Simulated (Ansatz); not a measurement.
CH4BrNOSi can be A, `N[SiH](Br)C=O`, or B, `C=N[SiH](O)Br`.

Gas-phase electronic energies from Ansatz, PBE0-D4/def2-TZVP geometries. CBS: MP2 limit from def2 TZ/QZ plus the TZ coupled-cluster correction, frozen cores. Functionals use def2-TZVPP. B3LYP here is the variant with VWN-RPA as its local correlation; programs differ in this. For Br outer-core shells are correlated without core-valence functions, which leaves a few kJ/mol of doubt a bond. Scalar relativity is left out up to krypton. One conformer a species, not always the lowest.

A:

Z-matrix (Å, degrees):
```
Si
Br 1 2.241
C 1 1.920 2 103.2
N 1 1.687 2 117.2 3 114.2
H 1 1.479 2 104.7 3 -120.7
O 3 1.206 1 119.9 2 114.3
H 3 1.114 1 120.1 2 -62.7
H 4 1.005 1 124.2 2 66.2
H 4 1.009 1 118.2 2 -88.3
```

B:

Z-matrix (Å, degrees):
```
Si
N 1 1.729
Br 1 2.217 2 105.5
O 1 1.626 2 109.7 3 120.4
H 1 1.478 2 115.0 3 -119.6
C 2 1.258 1 124.8 3 109.7
H 4 0.959 1 117.7 2 -51.0
H 6 1.096 2 120.2 1 179.2
H 6 1.101 2 124.3 1 -0.9
```

Task: Which isomer does CCSD(T)/CBS put lower? Give the gap. (Estimate.)

Result: Computed: B, by 24.1 kcal/mol.

Task: Give E(B) − E(A) in kcal/mol with HF/def2-TZVPP, CCSD/def2-TZVPP, r2SCAN-D4, B3LYP-D4, PBE0-D4, MP2/def2-TZVPP, B3LYP. (An estimate is asked.)

Result: Computed: HF/def2-TZVPP -26.0, CCSD/def2-TZVPP -24.3, r2SCAN-D4 -22.3, B3LYP-D4 -22.3, PBE0-D4 -21.1, MP2/def2-TZVPP -24.9, B3LYP -22.4. None reverses the order clearly.

Largest T1 diagnostic: 0.012.

From PBE to PBE0 (25 % exact exchange), in def2-TZVPP and without D4, E(B) − E(A) moves by −1.8 kcal/mol. In def2-TZVPP, CCSD(T) changes the Hartree–Fock value by +2.0 kcal/mol (the triples alone add +0.3 kcal/mol) and MP2 by +1.0 kcal/mol.
